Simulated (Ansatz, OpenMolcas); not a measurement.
## BSiN2H5 (SMILES N[SiH]1BN1): methods side by side

The species is BSiN2H5 (9 atoms), meant as a singlet with charge 0. As SMILES, `N[SiH]1BN1`. The shape is that of a PBE0-D4/def2-TZVP optimisation. This is one conformer, not always the lowest.

```xyz
9

N    -0.6378    1.5881    0.2182
Si    0.2589    0.1755    0.5305
B    -0.2339   -1.6258    0.1102
N     0.6505   -0.9716   -0.7384
H    -0.2213    2.5033    0.2129
H    -1.5618    1.5773   -0.1773
H     1.4412    0.6209    1.3052
H    -0.7413   -2.7024    0.1144
H     1.1340   -1.2116   -1.5929
```

Each level gives the energy change with the N1–Si2 bond stretched from 1.702 to 2.553 Å (eV). The values are calculated.

```
                        level                    kind     program  value (eV)  less CCSD(T)/cc-pVDZ  CPU time (all runs)
     PBE/cc-pVDZ (restricted)                     GGA      Ansatz        2.90                 -0.26                 13 s
   M06-L/cc-pVDZ (restricted)                meta-GGA  OpenMolcas        3.15                 -0.01                 76 s
  M06-2X/cc-pVDZ (restricted)         hybrid meta-GGA  OpenMolcas        3.36                 +0.20                 67 s
   HSE06/cc-pVDZ (restricted)  range-separated hybrid      Ansatz        3.22                 +0.06                 16 s
 wB97M-V/cc-pVDZ (restricted)  range-separated hybrid      Ansatz        3.30                 +0.14              2.4 min
PBE-QIDH/cc-pVDZ (restricted)           double hybrid      Ansatz        3.42                 +0.26                 20 s
 RPA@PBE/cc-pVDZ (restricted)                     RPA      Ansatz        2.97                 -0.19                 23 s
     MP2/cc-pVDZ (restricted)     perturbation theory      Ansatz        3.29                 +0.13                5.8 s
 CCSD(T)/cc-pVDZ (restricted)   coupled cluster or CI  OpenMolcas        3.16                  0.00                 70 s
```

Differences are taken from CCSD(T)/cc-pVDZ (restricted) for orientation; it has basis-set and higher-order errors of its own. The first shape isn't each level's own minimum. The values span 2.90 to 3.42 eV. CPU times are rough (shared hosts, several kinds of processor): they show what a rung costs within a factor of a few.
